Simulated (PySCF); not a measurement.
What PySCF settings do for CaAl

Base input, run as `OMP_NUM_THREADS=1 python input.py` with PySCF 2.14:

```python
from pyscf import gto, dft
from pyscf.geomopt.geometric_solver import optimize

mol = gto.M(
    atom='Ca 0 0 0; Al 0 0 2.924',
    basis='6-31g',
    charge=0,
    spin=1,
    verbose=4,
)
mf = dft.ROKS(mol, xc='revpbe')
mf.kernel()
g = mf.nuc_grad_method()
g.grid_response = True
mol_eq = optimize(g.as_scanner(), maxsteps=30)
print('optimised geometry (angstrom)')
print(mol_eq.tostring('raw'))
print('orbital energies (hartree):', mf.mo_energy[..., max(0, mol.nelec[1]-3):mol.nelec[0]+3].round(4))
```

Base result: E(SCF) = -919.706909 Eh, 8 cycles, all at the start geometry; optimised bond 3.435 Å with E = -919.717340 Eh after 7 steps. The last line lists the levels of the start geometry. No search for the lowest solution was made.

Hardware: AMD EPYC 7R13, 1 thread, shared host. Wall time 17 s, peak memory 0.24 GiB.

Each row names what differs from the base; energies in brackets are changes from the base.

| change | result | wall time (s) |
| --- | --- | --- |
| functional: revpbe → mn15l | E(SCF) = -919.749660 Eh, 10 cycles, all at the start geometry; optimised bond 3.597 Å with E = -919.763705 Eh after 8 steps | 31 |
| second-order solver: off → on | E(SCF) = -919.706909 Eh (+0.0000 eV), 3 cycles, all at the start geometry; optimised bond 3.435 Å with E = -919.717340 Eh after 7 steps | 18 |
| basis set: 6-31g → def2-svpd | E(SCF) = -919.616353 Eh (+2.4642 eV), 9 cycles, all at the start geometry; optimised bond 3.168 Å with E = -919.619277 Eh after 5 steps | 13 |
| electric field along z (a.u.): none → 0.05; step after the SCF: optimize → analyze | E(SCF) = -920.088901 Eh (-10.3945 eV), 10 cycles, μz(SCF) = 39.19 D | 1.9 |
| geometry: bond 2.924 → bond 3.129 | E(SCF) = -919.714351 Eh (-0.2025 eV), 9 cycles, all at the start geometry; optimised bond 3.435 Å with E = -919.717340 Eh after 6 steps | 15 |
| level shift (hartree): none → 1 | the SCF does not converge, then it stops with RuntimeError (Nuclear gradients of <pyscf.scf.hf.ROKS_Scanner object> not converged) after the SCF | 12 |
| functional: revpbe → pbe | E(SCF) = -919.502365 Eh, 8 cycles, all at the start geometry; optimised bond 3.401 Å with E = -919.511734 Eh after 7 steps | 17 |
| step after the SCF: optimize → frequency; SCF type: ROKS → UHF; functional: revpbe → none (Hartree–Fock) [an earlier cycle lay lower, so not the lowest solution of its kind] [not at a minimum] | E(SCF) = -918.538889 Eh, 13 cycles, ⟨S²⟩ = 0.774, μz(SCF) = -1.94 D, wavenumbers 289 cm⁻¹ | 10 |
| basis set: 6-31g → sbkjc; core potential: off → on | E(SCF) = -2.596035 Eh, 11 cycles, all at the start geometry; optimised bond 3.417 Å with E = -2.605639 Eh after 7 steps | 5.3 |
| length unit: angstrom → bohr [unsound on purpose] | the SCF does not converge, then it stops with RuntimeError (Nuclear gradients of <pyscf.scf.hf.ROKS_Scanner object> not converged) after the SCF | 12 |
